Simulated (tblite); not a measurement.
Species: C6H9N2 (doublet state).
SMILES with atom numbers: `[NH2:1][C:2]1[CH2:3][C@@H:4]2[CH:5]=[N:6][C@H:7]1[CH2:8]2` (hydrogens: H9, H10 on N1; H11, H12 on C3; H13 on C4; H14 on C5; H15 on C7; H16, H17 on C8)
Bond orders are those of one Lewis drawing.

Computed with GFN2-xTB (tblite), gas phase: L-BFGS steps from a force-field or distance-geometry start until the largest atomic force falls under 0.01 eV/Å.

Step 0: E = -630.7825 eV
```
atom  x, y, z in Å  |  force x, y, z in eV/Å
N1      2.3885    0.2966    0.5645   -2.740   0.120  -0.498
C2      0.9324    0.0610    0.5370    2.294   0.438  -0.013
C3      0.3104   -1.2547    0.1400    0.011   1.102  -0.016
C4     -1.0721   -0.7212   -0.3216   -0.647  -0.297   0.077
C5     -0.8187    0.1970   -1.4674    0.463   1.036  -1.380
N6     -0.2462    1.3178   -1.1429   -0.726  -2.267   0.574
C7     -0.1099    1.1362    0.3352    0.640   0.603   0.398
C8     -1.3719    0.3685    0.7034   -0.429  -0.157   0.455
H9      2.6087    1.2126    0.1741   -0.124  -0.071   0.325
H10     2.8974   -0.3924    0.0327    0.028  -0.366   0.016
H11     0.2134   -1.9249    0.9940   -0.057  -0.106  -0.098
H12     0.8447   -1.7405   -0.6747    0.120  -0.233  -0.015
H13    -1.8535   -1.4688   -0.4802    0.215  -0.036  -0.011
H14    -1.0670   -0.0870   -2.5079    0.361   0.420   0.716
H15     0.0407    2.0737    0.8866    0.187  -0.157  -0.391
H16    -2.2942    0.9248    0.4786    0.280  -0.140   0.029
H17    -1.4097    0.0135    1.7387    0.122   0.111  -0.168
```

**Question.** Estimate the geometry and energy of step 1. (The exact step hangs on the optimiser's Hessian estimate; all steps are aligned on step 0, rigid shifts and turns removed.)

**Answer.** E = -630.9835 eV, largest force 1.283 eV/Å
```
atom  x, y, z in Å  |  force x, y, z in eV/Å
N1      2.3494    0.2984    0.5574   -0.336  -0.111  -0.885
C2      0.9652    0.0672    0.5368   -0.218   0.280  -0.090
C3      0.3105   -1.2390    0.1397    0.151   0.576  -0.028
C4     -1.0813   -0.7255   -0.3205   -0.102   0.327  -0.099
C5     -0.8121    0.2118   -1.4871   -0.510  -1.154  -0.231
N6     -0.2566    1.2854   -1.1347    0.534   0.303   0.697
C7     -0.1008    1.1448    0.3409    0.231  -0.492   0.114
C8     -1.3780    0.3662    0.7099    0.134  -0.089   0.053
H9      2.6069    1.2115    0.1788   -0.185  -0.042   0.352
H10     2.8978   -0.3976    0.0329   -0.353   0.087   0.393
H11     0.2125   -1.9264    0.9926   -0.017   0.113  -0.250
H12     0.8464   -1.7439   -0.6749   -0.003  -0.077   0.125
H13    -1.8504   -1.4693   -0.4804    0.007  -0.248  -0.026
H14    -1.0618   -0.0810   -2.4976    0.243   0.308   0.005
H15     0.0434    2.0714    0.8810    0.224   0.238  -0.247
H16    -2.2901    0.9228    0.4791    0.119  -0.025   0.031
H17    -1.4080    0.0151    1.7363    0.082   0.006   0.087
```

The energy changes by -0.2011 eV. The first-order estimate −F·Δx gives -0.3868 eV and the mean of the old and new forces, exact on a quadratic surface, -0.1945 eV. The step makes an angle of 0° with the force vector and moves no atom by more than 0.040 Å.

What follows is the cost of the whole relaxation. On one thread of an AMD EPYC 7R43, no GPU, shared host with 256 logical CPUs at a one-minute load of 94, this took 0.34 s of wall time.
